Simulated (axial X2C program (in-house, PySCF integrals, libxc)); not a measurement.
**What spin–orbit coupling does to SnBr⁺**

Calculated with an axial X2C code built on PySCF integrals. Spin-free means the one-electron spin-free X2C Hamiltonian; two-component (2c) means X2C with spin–orbit coupling and atomic mean-field two-electron Coulomb and Gaunt terms, so the difference of the two also holds small scalar two-electron terms. Basis: Sn dyall-cv3z [11s12p9d4f1g], Br dyall-cv3z [8s9p6d4f1g] (cores contracted in-house); Gaussian nuclei, density fitting, unrestricted open shells. Masses: Sn 119.902 u, Br 78.918 u.

Spin-free state: M_S = 0, Λ = 0 (closed shell); fragments Sn+ + Br.

| level | Re (Å) | ωe (cm⁻¹) | De (eV) | μ (D) |
| --- | --- | --- | --- | --- |
| PBE0 | 2.399 | 301.4 | 3.902 | -3.69 |
| HF | 2.400 | 307.7 | 2.472 | -4.29 |
| MP2 | 2.407 | 305.3 | 3.782 | n/a |
| CCSD | 2.409 | 303.0 | 3.527 | n/a |
| CCSD(T) | 2.416 | 298.9 | 3.680 | n/a |
| M06 | 2.404 | 301.5 | 3.846 | -3.65 |

Correlated methods: 10 electrons correlated (number of frozen shells: Sn 4 s, 3 p, 2 d; Br 3 s, 2 p, 1 d), 274 virtual spin orbitals or spinors in MP2, 88 natural virtuals in coupled cluster.

Dipoles are positive if Br is the positive end and refer to the centre of mass.

Two-component determinant lowest at the distance of the search:

Ω = 0 (closed shell); fragments Sn+ + Br.

```csv
level,Re (Å),ωe (cm⁻¹),De (eV),μ (D)
PBE0,2.400,300.2,n/a,-3.65
HF,2.401,306.9,1.983,-4.25
MP2,2.409,304.5,3.344,n/a
CCSD,2.411,302.0,3.089,n/a
CCSD(T),2.417,297.9,3.244,n/a
M06,2.406,300.1,n/a,-3.61
```

Question: From the two tables, how do the constants change at the CCSD(T) level (2c against spin-free)?

Answer: At the CCSD(T) level Re goes up by 0.001 Å and ωe decreases by 1.0 cm⁻¹; De changes by -0.436 eV.

The state is a single determinant with fixed occupations, the lowest that a limited PBE0 search found. The closed shell is kept restricted, so the energy runs too high when the bond is stretched far. De is counted from the lowest determinant-based energies of the atoms at the same level, without counterpoise correction. De is not given where an atomic determinant may have missed its ground term or J level, or where the truncated virtual space spoils (T). Coupled cluster ran in a truncated set of natural virtual spinors; the MP2 energy of the rest was added. (T) has no such correction and the atoms are truncated less, which lowers De at CCSD(T) by a hundredth of an eV or more. Without a current term, density functionals place determinants with orbital angular momentum somewhat too high. With the outer-core shells frozen, correlated bond lengths of heavy atoms tend to come out a few hundredths of an ångström too long.
